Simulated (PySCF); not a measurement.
Working out the ionisation energy of Fe⁺

Fe⁺ [Ar] 3d6 4s1 (6D) → Fe²⁺ [Ar] 3d6 (5D). Calculation: PySCF 2.14, in pcseg-2 (6s4p3d2f1g, 56 functions); the non-relativistic Hamiltonian (point nucleus). Frozen: [Ar]. Energies in hartree (1 hartree = 27.21139 eV):

```tsv
part	Fe⁺ (lower)	Fe²⁺ (upper)
UHF	-1262.196438	-1261.640335
MP2 opposite-spin	-0.049707	-0.044026
MP2 same-spin	-0.073974	-0.059169
```

Task: What does Hartree-Fock give?

Result: (-1261.640335) − (-1262.196438) = 0.556103 hartree = 15.132 eV.

Task: What do MP2 and SCS-MP2 (6/5 opposite-spin, 1/3 same-spin) give?

Result: The opposite-spin parts differ by 0.155 eV and the same-spin parts by 0.403 eV. MP2: 15.132 + (0.155) + (0.403) = 15.690 eV. SCS-MP2: 15.132 + 1.2 × (0.155) + (0.403)/3 = 15.452 eV.

Reference: 16.199 eV (measured; NIST Atomic Spectra Database, ionization energies), between the lowest levels; spin-orbit coupling is absent from the calculation.

The calculation is non-relativistic.

What remains against the reference includes basis incompleteness, the frozen core and correlation beyond second order.
